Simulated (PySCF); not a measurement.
# Electron correlation in Ru³²⁺ (ruthenium, charge +32)

Starting occupation: [Ne] 3s2. Computed with PySCF 2.14 in an uncontracted even-tempered set (18 s from 1.9 bohr⁻², ratio 2.6; 13 p from 2.4 bohr⁻², ratio 2.6; 6 d from 2.5 bohr⁻², ratio 2.8; 4 f from 36 bohr⁻², ratio 2.8), with X2C-1e with screened-nucleus spin-orbit coupling, Gaussian nucleus. Frozen: 1s2; 10 electrons correlated; the 48 highest virtual spinors left out.

MP2 pair energies summed by pair of shells (mhartree):

```tsv
pair	energy	share (%)
3s1/2-3s1/2	-100.17	22.2
2p1/2-2p3/2	-97.57	21.7
2p3/2-2p3/2	-93.45	20.7
2p3/2-2s1/2	-40.19	8.9
2p3/2-3s1/2	-38.22	8.5
2p1/2-2p1/2	-22.76	5.1
2p1/2-2s1/2	-20.44	4.5
2p1/2-3s1/2	-18.03	4.0
2s1/2-2s1/2	-10.73	2.4
2s1/2-3s1/2	-8.78	2.0
```

Total MP2 correlation energy: -450.35 mhartree.

The virtual space was cut to 56 spinors, which keep -396.07 of the -450.35 mhartree of MP2 correlation.

```json
{"level": "CCSD", "correlation energy (mhartree)": "-426.33"}
```

Diagnostics: T1 = 0.00027, largest double amplitude 0.087.

Cost of the coupled-cluster step: of the order of 19 core-seconds, for 10 occupied and 56 virtual spinors.

The coupled-cluster values are those of the cut space; adding the MP2 remainder, -54.28 mhartree, estimates the full space.

At this charge the one-electron X2C treatment keeps the bare 1/r₁₂, with no two-electron picture change or Breit term. The effect here is smaller than on the frozen 1s shell.
